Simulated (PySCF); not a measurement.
formamidinium (CH5N2), SMILES [NH2+]=CN, charge +1. Coordinates come from a PBE0-D3(BJ)/def2-TZVP optimisation. One conformer was computed; it need not be the lowest.

Problem. Give the equilibrium geometry at PBE0-D3(BJ)/def2-TZVP (PySCF confirms it by a frequency run) as Cartesian coordinates in Å, and its point group. (The exact figures need the calculation; the answer reports its results.)

Solution. This is not unique; one that fits is point group C2v.
```xyz
8

N      0.0000     1.1582    -0.1743
C      0.0000     0.0000     0.4243
N      0.0000    -1.1582    -0.1743
H      0.0000     1.2586    -1.1797
H      0.0000     2.0062     0.3717
H      0.0000     0.0000     1.5099
H      0.0000    -1.2586    -1.1797
H      0.0000    -2.0062     0.3717
```
Charge +1, spin multiplicity 1.
